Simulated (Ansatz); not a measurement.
`N[SiH2]CBCl` + `N=C=O` → `O=C=NBCl` + `C[SiH2]N`  (ligand exchange at a B–C bond)

Program: Ansatz. Geometries: PBE0-D4/def2-TZVP. ΔE: electronic, gas phase. CCSD(T)/CBS is the MP2 limit (def2-TZVPP, def2-QZVPP) plus CCSD(T) − MP2 in def2-TZVPP, frozen cores. This one scheme is used for every species. Each species was taken in one conformer, which may not be the lowest.

`N[SiH2]CBCl`:

Z-matrix (Å, degrees):
```
Si
C 1 1.890
N 1 1.718 2 109.4
H 1 1.492 2 107.2 3 126.2
H 1 1.486 2 110.0 3 -116.7
B 2 1.530 1 109.4 3 -60.9
H 2 1.094 1 104.7 3 59.7
H 2 1.094 1 105.3 3 176.7
H 3 1.007 1 120.9 2 58.4
H 3 1.007 1 119.4 2 -157.3
Cl 6 1.756 2 121.1 1 -92.0
H 6 1.195 2 123.2 1 84.0
```

`N=C=O`:

```xyz
4

N     0.361    0.671    0.081
C    -0.355   -0.253   -0.228
O    -1.104   -1.050   -0.614
H     1.098    0.632    0.762
```

`O=C=NBCl`:

Cartesian coordinates in Å:
```
O 0.241 -0.314 -2.599
C 0.048 -0.333 -1.457
N -0.197 -0.435 -0.285
B -0.133 0.056 1.030
Cl 0.654 1.580 1.381
H -0.612 -0.554 1.930
```

`C[SiH2]N`:

Cartesian coordinates in Å:
```
C 0.742 -0.657 -0.987
Si 0.288 0.346 0.526
N -1.393 0.556 0.827
H 1.830 -0.730 -1.086
H 0.351 -0.197 -1.898
H 0.342 -1.673 -0.922
H 0.875 1.707 0.380
H 0.861 -0.325 1.725
H -1.944 1.178 0.259
H -1.952 -0.205 1.177
```

```csv
species,CCSD(T)/CBS(def2) energy (Eh)
`N[SiH2]CBCl`,-870.69966
`N=C=O`,-168.51995
`O=C=NBCl`,-653.16741
`C[SiH2]N`,-386.08232
```

Work out ΔE.

ΔE = (-653.16741) + (-386.08232) − (-870.69966) − (-168.51995) = -0.03012 Eh = -18.9 kcal/mol.

Largest T1 diagnostic among the species: 0.018.

In def2-TZVPP, CCSD(T) changes the Hartree–Fock value by +4.4 kcal/mol (the triples alone add +0.4 kcal/mol) and MP2 by +4.0 kcal/mol. The D4 term adds +1.5 kcal/mol with B3LYP and +0.8 kcal/mol with PBE0; it sums over pairs of atoms, weighted by their polarisabilities, and B3LYP, whose exchange is more repulsive, gets the larger term.

B3LYP here is the variant with VWN-RPA as its local correlation; programs differ in this.
